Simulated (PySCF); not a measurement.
Assignment exercise: C$_{2}$H$_{5}$ClSi

Atom-mapped SMILES (the numbers label the heavy atoms): `[Cl:1][C@@H:2]1[CH2:3][SiH2:4]1`. Each H is labelled by its parent atom. Ha(C3), Ha(Si4) are cis to Cl1 on the ring; Hb(C3), Hb(Si4) are trans to Cl1 on the ring.

All values are calculated (PySCF 2.14): geometry: GFN2-xTB, shielding tensors at PBE0/pcSseg-1 (GIAO). Single conformer, no solvent model, no relativistic terms.

Chemical shifts δ = σref − σ; 13C, 1H vs TMS, all at this level.

Problem. Assign these signals to the numbered atoms. 13C{1H} NMR (computed): δ 32.1 (CH), 8.3 (CH2).

Solution. 
32.1 → C2, three-membered-ring carbon: the inductive effect lowers its shielding
8.3 → C3, three-membered-ring carbon

Problem. Assign these signals to the numbered atoms. 1H NMR (500 MHz, computed): δ 3.31 (m, 1H), 2.84 (m, 1H), 2.75 (m, 1H), 1.26 (m, 1H), 0.86 (m, 1H).

Solution. 
3.31 → H(C2), hydrogen on a three-membered-ring carbon: its carbon carries Cl, an electronegative neighbour
2.84 → Hb(Si4), hydrogen on a silicon bonded to 2 C, in a 3-membered ring
2.75 → Ha(Si4), hydrogen on a silicon bonded to 2 C, in a 3-membered ring
1.26 → Hb(C3), hydrogen on a three-membered-ring carbon: cyclopropane-type protons are shielded by the ring
0.86 → Ha(C3), hydrogen on a three-membered-ring carbon

Hb(Si4) and Ha(Si4) lie closer than the usual error of such a calculation, so a measured spectrum could show them in the other order.

Carbons that carry Cl, above all several Cl atoms, come out too deshielded, partly because spin–orbit coupling is missing. Shifts are as computed. Against solution values, carbons near 30 ppm lie about +3 ppm off and those near 130 ppm about +5 ppm; carbons on Cl a further +6 ppm. Of 1211 compounds with measured shifts, 218 miss one by over three times the rms of a fit or turn the order of signals round; such compounds aren't used in these exercises. No couplings were computed; multiplicities are counted from neighbouring protons, with m where these are inequivalent, close in shift, in a saturated or five-membered ring or joined by F or P, and br s for small geminal =CH2 splittings.
